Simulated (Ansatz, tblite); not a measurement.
Removing an electron: InH₂F. Charge 0, multiplicity 1. Geometry: PBE0-D4/def2-TZVP. Ansatz, gas phase; energy differences of separate SCF runs; the oxidised species was run as a doublet alone.

```xyz
4

In    0.121   -0.110    0.103
H    -0.723   -1.389    0.844
H     1.709    0.493   -0.005
F    -1.107    1.006   -0.942
```

In the def2 sets In takes a core potential; there is no spin–orbit coupling. The xTB rows come from tblite. Correlated methods freeze 5 core orbitals; core or outer-core shells of In are correlated, in sets that lack core-valence functions. In CCSD on the charge 1 doublet the largest single amplitude is 0.21, so its Hartree–Fock determinant may place the open shell otherwise than the density functionals do.

| level | −HOMO (eV) | vertical IE (eV) | −LUMO (eV) | HOMO–LUMO gap (eV) | remarks |
| --- | --- | --- | --- | --- | --- |
| GFN1-xTB | 11.53 | 15.08 | 5.40 | 6.13 | – |
| GFN2-xTB | 12.07 | 15.45 | 7.92 | 4.16 | – |
| HF/def2-TZVPP | – | 10.88 | – | – | spin-contaminated (⟨S²⟩ 0.88) (+1 doublet) |
| PBE-D4/def2-TZVP | 7.28 | 10.75 | 2.55 | 4.73 | – |
| CCSD(T)/def2-TZVPP | – | 11.42 | – | – | spin-contaminated (⟨S²⟩ 0.88) (+1 doublet) |

Estimate the rows for r2SCAN-D4/def2-TZVP, PBE0-D4/def2-TZVP, MP2/def2-TZVPP, CCSD/def2-TZVPP.


```tsv
level	−HOMO (eV)	vertical IE (eV)	−LUMO (eV)	HOMO–LUMO gap (eV)	remarks
r2SCAN-D4/def2-TZVP	7.64	10.92	2.23	5.41	–
PBE0-D4/def2-TZVP	8.74	11.13	1.83	6.91	–
MP2/def2-TZVPP	–	11.52	–	–	spin-contaminated (⟨S²⟩ 0.88) (+1 doublet)
CCSD/def2-TZVPP	–	11.50	–	–	spin-contaminated (⟨S²⟩ 0.88) (+1 doublet)
```

Relaxing the oxidised species (PBE0-D4/def2-TZVP) changes its energy by -0.74 eV at PBE0-D4/def2-TZVP, so the adiabatic ionisation energy to this nearest minimum is 10.39 eV. On the way the bond In1–H3 breaks. At PBE-D4/def2-TZVP it is 10.28 eV.    Raw xTB energy differences between charge states are shifted by several eV; the methods need an empirical correction for them.
